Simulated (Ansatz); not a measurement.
C₃H₃ (SMILES [CH]=C=C), doublet, at a GFN2-xTB geometry; BLYP/def2-SVP (Ansatz, a quantum-chemistry and plane-wave program).

Here is a job for Ansatz.
Ansatz 0.2 input:
```yaml
crystal:
  periodic: [false, false, false]
  atoms:
    - {symbol: C, position_ang: [-0.83809205, -0.53136753, 0.74537963]}
    - {symbol: C, position_ang: [0.07485540, 0.04745986, -0.06657466]}
    - {symbol: C, position_ang: [0.89824084, 0.56950310, -0.79887457]}
    - {symbol: H, position_ang: [-0.83974223, -0.32796193, 1.80085104]}
    - {symbol: H, position_ang: [-1.57644059, -1.20394750, 0.34804593]}
    - {symbol: H, position_ang: [1.60615765, 1.01833687, -1.42847936]}
basis:
  gaussian:
    orbitals: def2-SVP
    symmetry_tolerance_ang: 0.01
hamiltonian:
  xc: blyp
magnetization: {spin_polarized: true, initial_magnetization: 1}
```

Problem. Write the output that Ansatz gives for this input, abridged.

Solution. 
```
Functional definition: BLYP
648 factors; their error is unknown
mean field evaluation 1: about -3146.5670 eV, gradient 3.2e1 eV
mean field evaluation 2: about -3143.8285 eV, gradient 4.0e1 eV
mean field evaluation 4: about -3152.7568 eV, gradient 3.4e0 eV
mean field evaluation 8: about -3152.8193 eV, gradient 2.3e-1 eV
mean field evaluation 16: about -3152.7992 eV, gradient 9.5e-5 eV
mean field -3152.79917139 eV, -115.8632325045 hartree, gradient 1.4e-5 eV, S^2 0.760326; 0 other end points of the search recorded, 0 dependent functions left out
reference -3152.79940776 eV, -115.8632411910 hartree; 11, 10 occupied and 46, 47 virtual orbitals, 648 factors
Total energy: -3152.79940776 eV, -115.8632411910 hartree
```
